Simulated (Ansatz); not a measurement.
Isolated molecules relaxed with PBE0-D4/def2-TZVP in Ansatz; ΔE leaves out vibrations. CCSD(T)/CBS adds triple-zeta CCSD(T) − MP2 to the extrapolated MP2 energy (def2 sets, frozen cores). This one scheme is used for every species. DFT in def2-TZVPP. B3LYP here is the variant with VWN-RPA as its local correlation; programs differ in this. For Ge outer-core shells are correlated without core-valence functions, which leaves a few kJ/mol of doubt a bond. Scalar relativity is left out up to krypton. One conformer a species, not always the lowest.

Consider the redistribution: `COB(F)OC` + `[NH2][GeH3]` → `COB(N)F` + `C[O][GeH3]`.

`COB(F)OC`:

```xyz
12

C    -0.169   -1.267   -1.728
O    -0.883   -1.312   -0.509
B    -0.626   -0.415    0.466
F    -1.337   -0.516    1.592
O     0.313    0.547    0.310
C     0.601    1.498    1.316
H    -0.319   -0.313   -2.239
H     0.902   -1.408   -1.563
H    -0.545   -2.074   -2.356
H     0.433    2.499    0.914
H    -0.023    1.356    2.200
H     1.652    1.406    1.599
```

`[NH2][GeH3]`:

Cartesian coordinates in Å:
```
N -0.157 -0.840 0.788
Ge -0.080 0.474 -0.503
H 0.440 -1.633 0.595
H 0.057 -0.506 1.718
H -1.074 1.568 -0.083
H 1.317 1.113 -0.687
H -0.504 -0.177 -1.828
```

`COB(N)F`:

```xyz
10

C     0.861   -0.138   -1.450
O     0.341    0.536   -0.323
B    -0.402   -0.133    0.597
N    -0.924    0.530    1.715
F    -0.644   -1.448    0.441
H     1.447    0.582   -2.021
H     0.061   -0.528   -2.086
H     1.507   -0.970   -1.156
H    -0.772    1.508    1.875
H    -1.475    0.061    2.409
```

`C[O][GeH3]`:

```xyz
9

C    -0.463   -1.069    0.726
O    -0.179   -0.644   -0.583
Ge    0.448    1.007   -0.802
H    -0.835   -2.095    0.676
H    -1.235   -0.451    1.205
H     0.428   -1.061    1.368
H    -0.586    2.011   -0.255
H     0.651    1.155   -2.312
H     1.772    1.147   -0.023
```

(1) Is it downhill or uphill in electronic energy at CCSD(T)/CBS, and by how much? (Estimate.)

(2) What do these levels give: PBE-D4, r2SCAN, B3LYP, CCSD/def2-TZVPP, SCS-MP2/def2-QZVPP, HF/CBS(def2)? (An estimate is asked.)

Largest T1 diagnostic among the species: 0.012.

Results:

(1) Computed: Nearly level: ΔE = +2.3 kJ/mol.

(2) The calculation gave: PBE-D4 -1.3, r2SCAN -0.8, B3LYP -1.5, CCSD/def2-TZVPP 2.6, SCS-MP2/def2-QZVPP 0.0, HF/CBS(def2) 0.8 kJ/mol.
